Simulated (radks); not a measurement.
Results of a calculation; reference values are marked as such.
Ionisation of neutral iridium, [Xe] 4f14 5d7 6s2, to [Xe] 4f14 5d7 6s1 as the strength of local exchange is varied. Code: a radial shooting solver on a logarithmic mesh with Libxc functionals. Model: scalar-relativistic Kohn-Sham, Slater X-alpha exchange (alpha = 2/3 is LDA exchange), no correlation, spin-unpolarised, spherical densities, finite nucleus; Fermi nuclear charge, rms radius 5.4032 fm.

alpha  E(Ir) (hartree)  exchange (hartree)  IE (eV)  -e of the level emptied (eV)  <r> of it (bohr)
0.555      -17750.9393           -272.0570    8.275                    4.810 (6s)             3.013
0.612      -17779.0532           -300.5071    8.685                    5.177 (6s)             2.971
0.667      -17806.2260           -328.0486    9.090                    5.542 (6s)             2.933
0.68       -17812.6551           -334.5712    9.187                    5.630 (6s)             2.924
0.945      -17944.2500           -468.5997   11.269                    7.549 (6s)             2.752
0.957      -17950.2333           -474.7170   11.368                    7.641 (6s)             2.744

NIST Atomic Spectra Database: 8.967 eV (measured). The Delta-SCF value meets it near alpha = 0.65. Spin polarisation and multiplet splitting are left out, so open shells lie too high by an amount that depends on their filling. Spin-orbit splitting is averaged out at the scalar-relativistic level.

Beside tabulated values, note that spin-unpolarised runs miss the spin-polarisation part of the exchange energy of open shells.
